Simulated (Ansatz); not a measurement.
# Redistribution: C2H8O2Si + Si(CH3)(OH)2(SiH3) → C2H10OSi2 + Si(CH3)(OH)3

Species: C2H8O2Si `CC[SiH](O)O`, singlet; Si(CH3)(OH)2(SiH3), singlet; C2H10OSi2 `CC[SiH](O)[SiH3]`, singlet; Si(CH3)(OH)3, singlet. The partners trade OH for SiH3; both sit on Si, so the bond types are kept.

Shapes, held fixed at every level: PBE0-D4/def2-TZVP. Flexible molecules stand in one conformer, not always the lowest. Programs: Ansatz 0.2.0. Electronic energies: no zero-point or thermal term.

```json
{"level": "PBE-D4/def2-TZVPP", "kind": "GGA", "ΔE (kJ/mol)": "-12.4", "less CCSD(T)/CBS estimate": "+1.7"}
{"level": "r2SCAN-D4/def2-TZVPP", "kind": "meta-GGA", "ΔE (kJ/mol)": "-14.8", "less CCSD(T)/CBS estimate": "-0.7"}
{"level": "B3LYP-D4/def2-TZVPP", "kind": "global hybrid", "ΔE (kJ/mol)": "-13.2", "less CCSD(T)/CBS estimate": "+0.9"}
{"level": "wB97M-V/def2-TZVPP", "kind": "range-separated hybrid", "ΔE (kJ/mol)": "-13.8", "less CCSD(T)/CBS estimate": "+0.3"}
{"level": "wB97X-V/def2-TZVPP", "kind": "range-separated hybrid", "ΔE (kJ/mol)": "-13.5", "less CCSD(T)/CBS estimate": "+0.6"}
{"level": "MP2/def2-TZVPP", "kind": "perturbation theory", "ΔE (kJ/mol)": "-13.8", "less CCSD(T)/CBS estimate": "+0.3"}
{"level": "CCSD(T)/CBS estimate", "kind": "coupled cluster or CI", "ΔE (kJ/mol)": "-14.1", "less CCSD(T)/CBS estimate": "0.0"}
```

The highest level, CCSD(T)/CBS estimate, gives ΔE = -14.1 kJ/mol; the levels span -14.8 to -12.4. The column of differences is taken from that level and isn't an error. No measured value is set beside it here. The CBS estimate extrapolates MP2 from def2-TZVPP and def2-QZVPP and adds CCSD(T) − MP2 in the triple-zeta set, cores frozen.
